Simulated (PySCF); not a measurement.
Ga(I)3 cation (GaI3), SMILES [I][Ga]([I])[I] (connectivity only; charge and spin as stated), charge +1, multiplicity 2.

Geometry: r2SCAN-D4/def2-SVP. The spin state was assumed, not searched. The isomer is the one that the SMILES or the coordinates give; other isomers of the formula were not compared. The def2 effective core potentials stand for the cores of I; spin–orbit coupling is left out.

These are TDA-PBE/def2-SVPD (PySCF) values and carry that method's errors.

Vertical excitations; the highest root listed may be one member of a degenerate set. Isolated molecule, no solvent.

```
state    energy (eV)  λ (nm)      f                                                   main pairs
-------  -----------  ------  -----  -----------------------------------------------------------
root 1          0.29    4320  0.000                                 β HOMO→LUMO (degenerate set)
root 2          0.29    4320  0.000                               β HOMO−1→LUMO (degenerate set)
root 3          0.89    1396  0.000                                          β HOMO−4→LUMO 100 %
root 4          1.23    1007  0.058                               β HOMO−3→LUMO (degenerate set)
root 5          1.23    1007  0.058                               β HOMO−2→LUMO (degenerate set)
root 6          2.20     564  0.040                               β HOMO−5→LUMO (degenerate set)
root 7          2.20     564  0.040                               β HOMO−6→LUMO (degenerate set)
root 8          3.50     354  0.000                  α HOMO→LUMO, β HOMO→LUMO+1 (degenerate set)
root 9          3.50     354  0.000              α HOMO−1→LUMO, β HOMO−1→LUMO+1 (degenerate set)
root 10         3.69     336  0.003  α HOMO−3→LUMO 15 %, α HOMO−4→LUMO 5 %, β HOMO−2→LUMO+1 77 %
```
Unrestricted roots are not spin-pure.
